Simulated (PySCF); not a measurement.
Computed shifts of a molecule C5H7N, HF/pcSseg-1 (PySCF), GIAO, gas phase, equivalent atoms averaged, in ppm (number of nuclei): ¹³C: 170.7 (1), 84.3 (1), 83.8 (1), 49.5 (1), 27.6 (1). ¹⁵N: 390.8 (1). ¹H: 7.84 (1), 3.86 (3), 3.73 (1), 3.33 (1), 3.15 (1). References: ¹³C against TMS (σ = 192.6 ppm); ¹⁵N against NH3 (σ = 267.3 ppm); ¹H against TMS (σ = 31.99 ppm), references at their B3LYP-D3(BJ)/def2-TZVP geometries, non-relativistic. The structure is a stationary point at PBE-D3(BJ)/def2-SVP. The values are those of a single conformer.

Question: Identify the compound among the candidates.
(A) C#CC/C=N/C
(B) CC1=NCC=C1
(C) C[C@@H]1C=CC=N1
(D) C#CC1CNC1

Answer: A, C#CC/C=N/C
